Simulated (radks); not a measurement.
Excited configurations of Ta III: one electron is placed in a higher orbital outside [Xe] 4f14 5d2. The ground configuration is [Xe] 4f14 5d3. Method: Dirac Kohn-Sham, LDA (Slater exchange, Perdew-Wang correlation), spin-unpolarised, spherical densities, finite nucleus; open shells fill j = l - 1/2 first; Fermi nuclear charge, rms radius 5.3507 fm; computed with a radial shooting solver on a logarithmic mesh with Libxc functionals. Excitation = E - E(ground); binding = E(ion) - E, where the ion is the core of charge +3; n* = 3/sqrt(2 binding) in atomic units, and the quantum defect is n - n*.

5f5/2: excitation (eV) 16.023; binding (eV) 8.167; n* 3.872; quantum defect 1.128; <r> (bohr) 5.371
6s1/2: excitation (eV) 0.590; binding (eV) 23.600; n* 2.278; quantum defect 3.722; <r> (bohr) 2.816
6p1/2: excitation (eV) 6.123; binding (eV) 18.067; n* 2.603; quantum defect 3.397; <r> (bohr) 3.310
6d3/2: excitation (eV) 13.767; binding (eV) 10.423; n* 3.428; quantum defect 2.572; <r> (bohr) 5.101
6f5/2: excitation (eV) 18.750; binding (eV) 5.440; n* 4.745; quantum defect 1.255; <r> (bohr) 9.446
7s1/2: excitation (eV) 13.014; binding (eV) 11.176; n* 3.310; quantum defect 3.690; <r> (bohr) 5.667
7p1/2: excitation (eV) 14.865; binding (eV) 9.325; n* 3.624; quantum defect 3.376; <r> (bohr) 6.500
7d3/2: excitation (eV) 17.862; binding (eV) 6.328; n* 4.399; quantum defect 2.601; <r> (bohr) 9.027
7f5/2: excitation (eV) 20.373; binding (eV) 3.817; n* 5.664; quantum defect 1.336; <r> (bohr) 14.50

The Delta-SCF ionisation energy is 24.190 eV (NIST Atomic Spectra Database: 23 eV, theoretical). Self-interaction in the functional shifts the binding energies and quantum defects, so they are the method's values and not measured ones. Spin polarisation and multiplet splitting are left out, so open shells lie too high by an amount that depends on their filling.

Beside tabulated values, note that spin-unpolarised runs miss the spin-polarisation part of the exchange energy of open shells.
